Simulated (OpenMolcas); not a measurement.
## Pt²⁺: CASPT2 settings compared

```
Program             : OpenMolcas
Basis               : ANO-R2 [8s6p5d3f1g]
Scalar Hamiltonian  : X2C, finite nucleus
Active space        : 8 electrons in 5 orbitals (5d)
State averaging     : 2S+1 = 3 even, 10 roots; 2S+1 = 1 even, 15 roots
Spin-orbit coupling : state interaction with AMFI integrals over the reference wave functions, term energies averaged over their components
```

Methods on the same reference wave functions:
A. CASSCF
B. SS-CASPT2, IPEA 0.1 Eh, sigma1 regulariser 0.2 Eh (closed shells correlated: 4f 5s 5p)
C. SS-CASPT2, IPEA 0.35 Eh, sigma2 regulariser 0.05 Eh (closed shells correlated: 5s 5p)
D. XMS-CASPT2, IPEA 0 Eh, imaginary shift 0.25 Eh (closed shells correlated: 5s 5p)

Energies in cm⁻¹ above 5d⁸ ³F₄, the measured ground level; measured values from NIST levels as listed in McCann et al., Mon. Not. R. Astron. Soc. 538, 537 (2025).

```
         Level      A      B      C      D  Measured
       5d⁸ ³F₄    0.0    0.0    0.0    0.0       0.0
       5d⁸ ³F₃   9869   9990   9990   9980      9752
5d⁸ ³P₂ [51 %]  17552  15520  15840  15480          
       5d⁸ ³P₀  21021  16670  17210  16720     14939
       5d⁸ ³P₁  22840  18930  19540  18830     16782
       5d⁸ ¹G₄  25824  22800  22740  22970     21331
       5d⁸ ¹S₀  55249  48410  48580  49230
```

Deviations, from unrounded energies. A percentage is the sum of absolute deviations over the sum of measured energies, with the sign that they share, or ± where signs differ.

| Against measurement | Levels | A | B | C | D |
| --- | --- | --- | --- | --- | --- |
| mean absolute deviation (cm-1) | 4 | 4200 | 1400 | 1700 | 1400 |
| fine structure of the ground term (%) | 1 | +1.2 | +2.4 | +2.4 | +2.3 |
| other terms of the ground configuration (%) | 3 | +31.4 | +10.1 | +12.1 | +10.3 |

B, D lie about equally close to measurement and A furthest from it. The largest miss of B in the table is 5d⁸ ³P₁, by +2100 cm-1. The ranking rests on the paired levels alone, and a cruder setting can come out closer through cancelling errors.

Among B to D the level of the table that moves most is 5d⁸ ¹S₀, by 820 cm-1 (lowest in B, highest in D). Moves below CASPT2's spread within the term are not significant.

The mean deviations of B to D differ by less than CASPT2's widest spread within a term (930 cm-1), so their order carries little weight.

From A to B the spin-free energies of the other terms of 5d⁸ shown, above ³F, scale by factors of 0.69 to 0.83.

The lowest spin-free term lies below A's lowest term by 0.684 hartree in B, 0.443 hartree in C, 0.458 hartree in D.

CASPT2 breaks the degeneracy within a term, and the mean is taken; among the terms shown or strongly mixed into the levels shown the widest spread is 930 cm-1 (5d⁸ ³F, B). Configurations with an s electron lie low in 5d ions of this charge, fall among these levels and mix in, so low-spin terms can stand far too high, up to twice their true height, and weights are not those of the real levels. Without dynamic correlation excited terms often stand tens of per cent too high (terms of higher spin than the ground term too low), and those without a measured partner can miss by more than the paired ones (holds for A). Some terms miss by over 15 % even with CASPT2, which points to a basis or an active space too small for the shells correlated (holds for C). Measured partners are found by configuration, term and J. A level has none where our copy of the source lacks it or the pairing is in doubt (some pairs that miss far off the trend of their configuration count as doubtful), and it then counts in no deviation. Levels of configurations outside the active space are missing. The table leaves out levels that lie high or whose names do not pair safely across all columns.

A share in square brackets marks a mixed level and gives the weight of the term that names it, the lowest over the columns.
